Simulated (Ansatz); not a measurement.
Sn21AsH32⁻, relaxed as a singlet with RKS r2SCAN-D4/def2-SVP in Ansatz, starting from a model built from a lattice or polyhedron. Force threshold 0.03 eV/Å.

In the def2 sets Sn takes a core potential; there is no spin–orbit coupling. Single mean-field runs in def2-SVP are fitted with def2-universal-jkfit.

Start:

```xyz
54

Sn   -3.9365    4.0367    0.0078
Sn    3.9943    3.7261   -0.1336
Sn    3.8923   -0.0227    2.5269
Sn   -4.0354    0.3024    2.6685
Sn   -0.1297   -1.7224    3.9430
As   -0.0138    1.9981    1.2797
Sn   -1.4295    1.7786   -3.0802
Sn    2.4750   -0.2686   -1.8461
Sn   -1.5308   -1.9273   -0.4066
Sn    2.3731   -4.0037    0.8300
Sn    0.9865   -4.2762   -3.5149
Sn    1.4070    4.3343    0.6722
Sn   -2.6064    2.6755    2.0967
Sn   -4.0271    2.4210   -2.2548
Sn    1.3009    0.6289    3.3534
Sn    3.8984    2.0825   -2.4067
Sn    3.7854   -1.6649    0.2339
Sn   -2.7520   -1.0725    4.7477
Sn   -4.1250   -1.3244    0.3801
Sn   -0.2200   -3.3517    1.6571
Sn    2.3687   -1.9001   -4.1033
Sn   -1.6588   -3.5848   -2.7089
H    -5.5459    4.4314    0.5307
H    -3.0800    5.4758   -0.3470
H     4.8637    5.1611   -0.4911
H     4.8092    2.8477    1.1645
H     4.7086   -0.8696    3.7943
H     4.7806    1.4135    2.2014
H    -5.6452    0.6868    3.1752
H     0.6711   -2.5790    5.1917
H    -0.5616    3.1946   -3.4446
H    -1.5235    0.7632   -4.4614
H     3.1656   -4.8593    2.1191
H     2.3253   -5.0026   -0.5753
H     1.7599   -5.0944   -2.2798
H     0.9004   -5.2515   -4.9014
H     1.4734    5.3316    2.0975
H     0.6096    5.2119   -0.5889
H    -2.5629    3.6519    3.4983
H    -4.8179    3.2666   -3.5407
H    -4.8922    0.9548   -1.8699
H     1.3219    1.5950    4.7426
H     5.4797    1.6981   -2.9008
H     3.1076    2.9430   -3.6837
H     5.3824   -2.0495   -0.2503
H    -2.6749   -0.0745    6.1627
H    -3.5935   -2.5194    5.1279
H    -5.0063   -2.7820    0.7460
H    -4.9407   -0.4792   -0.8750
H    -1.1077   -4.8094    2.0180
H     1.5848   -1.0604   -5.3635
H     3.9852   -2.2745   -4.6286
H    -2.4673   -2.7424   -3.9526
H    -2.5259   -5.0443   -2.3573
```

```tsv
step	energy (eV)	largest force component (eV/Å)	SCF passes
1	-183871.0081	1.103	50
2	-183872.0685	0.460	31
3	-183872.6026	0.340	25
4	-183873.0392	0.298	25
5	-183873.4329	0.252	25
6	-183873.7980	0.245	24
7	-183874.1233	0.187	23
8	-183874.3523	0.213	23
9	-183874.4947	0.385	23
10	-183874.6241	0.329	22
11	-183874.7132	0.212	22
12	-183874.7798	0.249	22
13	-183874.8028	0.364	22
14	-183874.8258	0.129	21
15	-183874.8388	0.075	21
16	-183874.8483	0.027	20
17	-183874.8536	0.048	20
18	-183874.8590	0.051	20
19	-183874.8633	0.098	19
20	-183874.8658	0.087	20
21	-183874.8686	0.060	20
22 (rejected)	-183874.8622	0.073	19
23	-183874.8706	0.053	20
24 (rejected)	-183874.8670	0.135	21
25	-183874.8736	0.011	20
26	-183874.8747	0.008	21
27	-183874.8760	0.010	20
```

Force components are those of the run's own axes.

End:

Cartesian coordinates in Å:
```
Sn -3.586 4.083 0.209
Sn 3.630 3.798 -0.540
Sn 3.844 0.110 2.563
Sn -3.969 0.370 2.642
Sn -0.196 -1.549 3.740
As -0.019 1.630 1.092
Sn -1.487 0.884 -2.306
Sn 2.019 -0.283 -1.839
Sn -1.668 -1.534 -0.861
Sn 2.465 -3.617 0.778
Sn 0.870 -4.186 -3.909
Sn 1.149 3.971 0.768
Sn -2.254 2.553 2.148
Sn -3.814 2.469 -2.069
Sn 1.216 0.825 3.275
Sn 3.714 1.882 -2.606
Sn 3.859 -1.279 0.106
Sn -2.777 -1.083 4.711
Sn -4.179 -1.378 0.439
Sn -0.192 -2.788 1.209
Sn 2.846 -2.168 -3.838
Sn -1.671 -3.458 -2.930
H -5.143 4.510 0.829
H -2.801 5.571 -0.156
H 3.941 5.431 -1.032
H 4.780 3.503 0.713
H 4.434 -0.837 3.889
H 4.821 1.533 2.563
H -5.515 0.988 3.129
H 0.686 -2.589 4.811
H -0.242 2.032 -2.022
H -1.345 0.404 -3.964
H 2.883 -4.494 2.211
H 2.451 -4.784 -0.495
H 1.296 -5.581 -2.982
H 0.551 -4.813 -5.495
H 1.223 4.800 2.286
H 0.026 4.866 -0.196
H -1.985 3.439 3.614
H -4.018 3.485 -3.453
H -5.280 1.572 -1.937
H 1.093 1.985 4.556
H 5.417 1.699 -2.893
H 3.164 2.795 -3.977
H 5.524 -1.719 -0.139
H -2.739 -0.194 6.192
H -3.608 -2.557 5.060
H -4.643 -2.901 1.115
H -5.512 -0.886 -0.544
H -1.219 -4.185 1.371
H 2.789 -1.561 -5.465
H 4.334 -3.065 -3.787
H -2.650 -2.837 -4.215
H -2.513 -4.864 -2.373
```

Bonds formed: Sn7–Sn9 (atoms count from 1).

The force fell under the threshold at step 16, but the optimiser went on and released 0.028 eV more. No frequencies were taken in this run, so the end may be a saddle point.

Run time 2 min (11 threads of AMD EPYC 7R13 on a shared host and a whole NVIDIA H100 80GB HBM3), peak host memory 1.6 GiB.
